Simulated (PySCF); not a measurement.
TeCl₂, SMILES Cl[Te]Cl. Atoms are numbered in the order given.

```xyz
3

Te     0.0000     0.0000     0.5954
Cl     0.0000     1.8010    -0.9106
Cl     0.0000    -1.8010    -0.9106
```
Charge 0, spin multiplicity 1.

Geometry: PBE-D3(BJ)/def2-TZVP. The isomer is the one that the SMILES or the coordinates give; other isomers of the formula were not compared. The def2 effective core potentials stand for the cores of Te; spin–orbit coupling is left out.

These are PBE/def2-TZVPD (PySCF) values and carry that method's errors.

Symmetry labels are those of the subgroup C2v that the program uses (full group C2v).

Computed valence orbital energies around the gap with their symmetry:
```json
[
 {"orbital": "HOMO−7", "symmetry": "A1", "energy (eV)": "-15.95"},
 {"orbital": "HOMO−6", "symmetry": "B2", "energy (eV)": "-10.69"},
 {"orbital": "HOMO−5", "symmetry": "A1", "energy (eV)": "-9.83"},
 {"orbital": "HOMO−4", "symmetry": "B1", "energy (eV)": "-8.91"},
 {"orbital": "HOMO−3", "symmetry": "A1", "energy (eV)": "-8.37"},
 {"orbital": "HOMO−2", "symmetry": "A2", "energy (eV)": "-8.20"},
 {"orbital": "HOMO−1", "symmetry": "B2", "energy (eV)": "-8.14"},
 {"orbital": "HOMO", "symmetry": "B1", "energy (eV)": "-5.60"},
 {"orbital": "LUMO", "symmetry": "A1", "energy (eV)": "-3.71"},
 {"orbital": "LUMO+1", "symmetry": "B2", "energy (eV)": "-3.60"},
 {"orbital": "LUMO+2", "symmetry": "A1", "energy (eV)": "-0.29"},
 {"orbital": "LUMO+3", "symmetry": "A1", "energy (eV)": "0.35"}
]
```
